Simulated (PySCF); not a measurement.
An unknown is described by computed data only.

Formula: C7H6F2S.

| Property | Result |
| --- | --- |
| Rotational structure | rotational constants A, B, C: 2.140, 0.770, 0.726 GHz [PBE0-D3(BJ)/def2-SVP] |
| NMR, other nuclei | isotropic shieldings of nuclei other than C and H, by class: 281 (2 F), 372 (1 S) ppm [GIAO PBE0/pcSseg-1] |
| Triplet | lowest triplet excitation (Tamm–Dancoff): 3.98 eV [TDA PBE0/def2-SVPD] |
| Polarisability | 102.7 au [PBE0/def2-SVPD] |
| 13C NMR | chemical shifts (computed TMS as zero) by class: 144.9 (2 C), 135.9 (1 C), 134.1 (2 C), 131.7 (1 C), 124.1 (1 C) ppm [GIAO PBE0/pcSseg-1] |
| UV, first state | lowest singlet excitation: 5.11 eV (243 nm, f = 0.021) [TDDFT PBE0/def2-SVPD] |
| 1H NMR | chemical shifts (computed TMS as zero) by class: 7.89 (2 H), 7.57 (1 H), 7.53 (2 H), 6.56 (1 H) ppm [GIAO PBE0/pcSseg-1] |

Electronic properties: PySCF, gas phase, density fitting. Levels stand in brackets. Geometry: PBE0-D3(BJ)/def2-SVP, one conformer, isolated molecule. NMR values are class means; diastereotopic atoms form classes of their own.

**Question.** Propose a structure and show how it fits.

**Answer.** Numbering: `[F:1][CH:2]([F:3])[S:4][c:5]1[cH:6][cH:7][cH:8][cH:9][cH:10]1`. Its formula, C7H6F2S, gives 4 degrees of unsaturation: 1 ring and 3 π bonds in the structure found (Kekulé form). 7 carbons fall into 5 classes; from least to most shielded: aromatic CH carbon [C6/C10] (144.9 ppm, 2 C), aromatic CH carbon [C8] (135.9 ppm), aromatic CH carbon [C7/C9] (134.1 ppm, 2 C), substituted aromatic carbon [C5] (131.7 ppm), CHF2 carbon [C2] (124.1 ppm). Hydrogen classes from least to most shielded: 2 H on the ortho carbons, C6/C10 (7.89 ppm), 1 H on the para carbon, C8 (7.57 ppm), 2 H on the meta carbons, C7/C9 (7.53 ppm), 1 H on a CHF2 carbon, C2 (6.56 ppm). The other shieldings belong to: 281 ppm, fluorine of a CF2 group [F1/F3]; 372 ppm, sulfide sulfur [S4]. S1 is mainly HOMO→LUMO (weight 0.82); the largest Löwdin shares of the orbital it empties are 0.52 on the sulfide sulfur, 0.12 on the substituted aromatic carbon, 0.07 on an aromatic CH carbon and 0.06 on the CHF2 carbon, of the orbital it fills 0.20 on an aromatic CH carbon, 0.19 on the substituted aromatic carbon, 0.12 on an aromatic CH carbon and 0.10 on an aromatic CH carbon. The optimised geometry has point group C1 and is an asymmetric top. Structure: PhSCHF2, `FC(F)Sc1ccccc1`. Computed isomers that give other values at the same levels: `FC(F)c1ccccc1S` (rotational constant A: 1.401 GHz; this holds for the one conformer computed). The assignments are read from this structure; whether some other isomer fits the data as well wasn't checked.

Conformer computed: `[F:1][CH:2]([F:3])[S:4][c:5]1[cH:6][cH:7][cH:8][cH:9][cH:10]1`: F1–C2–S4–C5 57°, C2–S4–C5–C6 79°.
